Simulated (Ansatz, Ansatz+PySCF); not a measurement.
```xyz
9

C    -0.1282    0.4363    0.1169
C     0.7603    0.0959    1.0519
C    -0.5681   -0.4282   -1.0179
H    -0.5860    1.4330    0.1692
H     1.0351    0.7832    1.8565
H     1.2474   -0.8851    1.0479
H    -0.0672   -1.4075   -1.0027
H    -1.6575   -0.5991   -0.9881
H    -0.3557    0.0513   -1.9883
```

Basis set: def2-SVP (spherical functions). Frozen core: 3 orbitals. Charge 0, multiplicity 3.

Computed with Ansatz (development build ahead of 0.2.0); each method stands on the lowest determinant of its kind that the runs found.

The atomization energy at this shape (free ground-state atoms in the same class of orbitals less the molecule, no zero-point energy) of triplet C₃H₆:

```
 method  atomization energy
UHF-MP2       3029.7 kJ/mol
```

(1) What does UHF give?

## Answers

(1) 2445.8 kJ/mol. Caution: another spin multiplicity may lie lower.
